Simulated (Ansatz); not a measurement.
Species: BF, charge 1, doublet. BF+ (parent SMILES F[B], doublet).
B3LYP-D3(BJ)/def2-TZVP minimum from Ansatz (an electronic-structure program):
```xyz
2

B      0.0000     0.0000    -0.7810
F      0.0000     0.0000     0.4339
```
Charge +1, spin multiplicity 2.

Total energies in aug-cc-pVDZ, 9 correlated electrons, 2 frozen orbitals. Open shells are spin-unrestricted; no spin-orbit coupling. Cores are frozen in correlated methods. No relativity.

```json
[
 {"method": "HF", "program": "Ansatz", "energy (Eh)": "-123.75077", "minus CCSDTQ (mEh)": "246.69"},
 {"method": "MP2", "program": "Ansatz", "energy (Eh)": "-123.98695", "minus CCSDTQ (mEh)": "10.51"},
 {"method": "CCSD", "program": "Ansatz", "energy (Eh)": "-123.98994", "minus CCSDTQ (mEh)": "7.52"},
 {"method": "CCSD(T)", "program": "Ansatz", "energy (Eh)": "-123.99661", "minus CCSDTQ (mEh)": "0.85"},
 {"method": "CCSDT(Q)", "program": "Ansatz", "energy (Eh)": "-123.99753", "minus CCSDTQ (mEh)": "-0.07"},
 {"method": "CCSDTQ", "program": "Ansatz", "energy (Eh)": "-123.99746", "minus CCSDTQ (mEh)": "0.00"}
]
```

Rough core times of Ansatz's runs on a shared machine: CCSD(T) under 20 s, CCSDT(Q) 20 s, CCSDTQ 10 min.
